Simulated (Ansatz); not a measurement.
`FB1[SiH2][SiH2]1` at its PBE0-D4/def2-TZVP geometry, where that method's forces vanish. Total charge 0; spin multiplicity 1.

```xyz
8

F    -2.4349   -0.3618    0.5377
B    -1.1287   -0.4402    0.3900
Si    0.4067    0.6454    0.9842
Si    0.0979   -0.4557   -1.1545
H     1.6341   -0.0665    1.4186
H     0.3673    2.0515    1.4664
H     1.2714   -1.3623   -1.1037
H    -0.2138   -0.0105   -2.5387
```

**Question.** What forces (eV/Å) does B3LYP-D4/def2-TZVPP give on these atoms in Ansatz? (An estimate is asked.)

**Answer.** The calculation gave: 
```
F1  -0.218  0.020  0.021
B2   0.222 -0.026 -0.018
Si3  0.092  0.091  0.159
Si4  0.044 -0.085 -0.181
H5  -0.079  0.063 -0.004
H6   0.005 -0.080 -0.019
H7  -0.084  0.048 -0.031
H8   0.019 -0.032  0.074
```

B3LYP here is the variant with VWN-RPA as its local correlation; programs differ in this.
